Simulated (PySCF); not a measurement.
## Al⁺ (aluminium, charge +1) across methods

[Ne] 3d2, high-spin 3F determinant (an excited configuration). Calculation: PySCF 2.14, in aug-cc-pwCVDZ (6s5p3d, 36 functions); the non-relativistic Hamiltonian (point nucleus).

```csv
method,E (hartree),mean ε 2p α (eV),mean ε 2p β (eV),mean ε 3d α (eV),Σ⟨r²⟩ (bohr²),⟨S²⟩
r2SCAN,-241.2203,-89.380,-89.346,-6.375,38.89,2.000
PBE0,-241.1314,-92.376,-92.330,-6.877,38.51,2.000
wB97X-V,-241.1827,-94.331,-94.298,-8.159,38.45,2.000
LDA,-240.1797,-87.765,-87.717,-6.311,38.55,2.000
r2SCAN0,-241.2064,-93.758,-93.725,-6.799,39.42,2.000
PBE,-241.1191,-87.442,-87.393,-6.444,37.63,2.000
revPBE,-241.2168,-87.349,-87.308,-6.467,37.57,2.000
PW91,-241.2333,-87.607,-87.557,-6.468,37.54,2.000
UHF,-240.77587,-105.94,-105.91,-7.865,41.55,2.000
```

The outer electron is Rydberg-like, and this basis confines it to a smaller radius and binds it less than a complete one would.
